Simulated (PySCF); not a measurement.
Arsenic: a sound run and one with changed settings

Sound run: As⁺ [Ar] 3d10 4s2 4p2, As²⁺ [Ar] 3d10 4s2 4p1. Computed with PySCF 2.14 in x2c-TZVPall (6s5p4d1f, 48 functions), with the spin-free X2C one-electron Hamiltonian (Gaussian nucleus). The sound run starts from symmetry-adapted Hartree-Fock orbitals and uses a fine grid where one is needed.

Changed run: 26 angular points. This setting is unsound on purpose.

```
species  method  sound run (hartree)  changed run (hartree)  converged
    As⁺     UHF          -2258.66337            -2258.66337        yes
    As⁺   B3LYP          -2260.38296            -2260.38300        yes
    As⁺     LDA          -2256.89387            -2256.89400        yes
   As²⁺     UHF          -2258.00411            -2258.00411        yes
   As²⁺   B3LYP          -2259.70312            -2259.70318        yes
   As²⁺     LDA          -2256.20931            -2256.20948        yes
```

Ionisation energy of As⁺:

| method | sound run (eV) | changed run (eV) |
| --- | --- | --- |
| UHF | 17.939 | 17.939 |
| B3LYP | 18.499 | 18.499 |
| LDA | 18.628 | 18.627 |

A coarse angular grid integrates products of high-l functions wrongly, so density functionals can shift, and the SCF can exploit the error; Hartree-Fock and MP2 need no grid.

For comparison, NIST gives 18.589 eV between the lowest levels.
